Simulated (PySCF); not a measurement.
Geometry:
```tsv
atom	x (Å)	y (Å)	z (Å)
C1	0.003	1.459	-0.269
O2	-0.102	0.066	-0.006
C3	-1.399	-0.405	0.305
Al4	1.454	-1.158	-0.033
F5	2.570	0.058	-0.422
H6	-0.623	1.724	-1.135
H7	1.060	1.649	-0.485
H8	-0.317	2.031	0.617
H9	-2.084	-0.219	-0.538
H10	-1.776	0.091	1.213
H11	-1.326	-1.486	0.484
H12	1.060	-2.151	-1.218
H13	1.482	-1.670	1.478
```

Geometry: PBE0-D3(BJ)/def2-SVP; GIAO absolute shieldings from PySCF, gas phase, non-relativistic, averaged over equivalent atoms.

At PBE0/aug-cc-pVDZ (191 basis functions, 19 s wall time on 1 thread of an Arm Neoverse V1, shared host):
```json
{"atoms": "C1/C3", "σ (ppm)": "139.4"}
{"atoms": "O2", "σ (ppm)": "337.6"}
{"atoms": "Al4", "σ (ppm)": "494.4"}
{"atoms": "F5", "σ (ppm)": "372.9"}
{"atoms": "H12/H13", "σ (ppm)": "27.10"}
{"atoms": "H6/H7/H8/H9/H10/H11", "σ (ppm)": "27.69"}
```

Task: Estimate the result of repeating the calculation with WP04/pcSseg-2.

Result: 
```tsv
atoms	σ at WP04/pcSseg-2	change
C1/C3	109.8	-29.6
O2	310.7	-26.9
Al4	459.5	-34.9
F5	375.8	+2.9
H12/H13	28.55	+1.45
H6/H7/H8/H9/H10/H11	28.02	+0.33
```

The largest change is at Al4 (aluminium bonded to F, O, 2 H). Cost: 299 basis functions, 40 s wall time on 1 thread of an Arm Neoverse V1, shared host.
